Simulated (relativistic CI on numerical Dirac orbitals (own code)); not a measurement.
## Main line and satellite in the 1s photoemission of Cu²⁺: a two-state model

Problem. An octahedral Cu²⁺ site (d9) has Δ = 4.5, V(eg) = 2.9, 10Dq = 0.45, 10Dq(ligand) = 1.1 and a core-hole attraction U_cd = 7.3 eV; the hopping is scaled by 0.8 in the final state. Δ is defined between configuration averages. Find the d count, the distance of the satellite and its intensity.

Working.
1. The hole has eg symmetry. Its energy is −0.6 × 10Dq in d9 and Δ − 0.6 × 10Dq(ligand) in d10L, so the gap is Δ' = 4.11 eV.
2. Ground state cos θ |d9⟩ − sin θ |d10L⟩ with tan 2θ = 2V/Δ', θ = 27.3°: weights 0.789 and 0.211, n_d = 9.211.
3. The core hole pulls d10L down by U_cd: the gap becomes Δ' − U_cd = -3.19 eV, the hopping is V' = 2.32 eV, and tan 2θ' = 2V'/(Δ' − U_cd) gives θ' = 62.3°.
4. The two final states lie W = √[(Δ' − U_cd)² + 4V'²] = 5.63 eV apart. The lower, mostly d10L, is the main line.
5. In the sudden approximation the intensities are cos²(θ' − θ) and sin²(θ' − θ), so satellite/main = tan²(34.9°) = 0.49.

Check. The full cluster calculation (with spin-orbit coupling) gives n_d = 9.210; in its broadened spectrum, cut halfway, the centroids lie 5.56 eV apart with an area ratio of 0.52.
